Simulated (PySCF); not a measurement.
# Orbital picture of KHg⁺

PBE0 at R = 3.610 Å; PySCF, scalar-relativistic core potentials, basis sets K def2-SVP, Hg def2-SVP with ECP60. State: ¹Σ⁺ (singlet), closed shell. Only the outer orbitals are listed, counted within each symmetry, core potentials removing the inner ones.

```csv
orbital,occ.,ε (eV),on K (%),main shells (%)
8σ,2,-15.86,0,100 Hg d
4π,2,-15.82,0,100 Hg d
4π,2,-15.82,0,100 Hg d
1δ,2,-15.75,0,100 Hg d
1δ,2,-15.75,0,100 Hg d
9σ,2,-11.61,3,96 Hg s
10σ,0,-5.34,79,"79 K s, 18 Hg p"
5π,0,-4.11,34,"66 Hg p, 30 K p"
5π,0,-4.11,34,"66 Hg p, 30 K p"
```

Task: Which are the highest filled and the lowest empty level, where do they sit, and how wide is the gap?

Result: Highest filled 9σ at -11.61 eV (in %: 96 Hg s); lowest empty 10σ at -5.34 eV (in %: 79 K s, 18 Hg p); the gap at PBE0 is 6.27 eV.

* bond order (Mayer): 0.14
* ⟨S²⟩: 0.000
* charge on K (Mulliken, basis-dependent): 0.93
* charge on K (Löwdin, basis-dependent): 0.75
* dipole moment (positive dipole points towards Hg; it is taken about the centre of mass and depends on that origin): -12.59 D
* polarisability along the bond: 46.0 bohr³
* polarisability across the bond: 37.1 bohr³

Closed-shell solutions of metal pairs were not tested for spin polarisation, which can lower them a little. Spin–orbit coupling is left out.
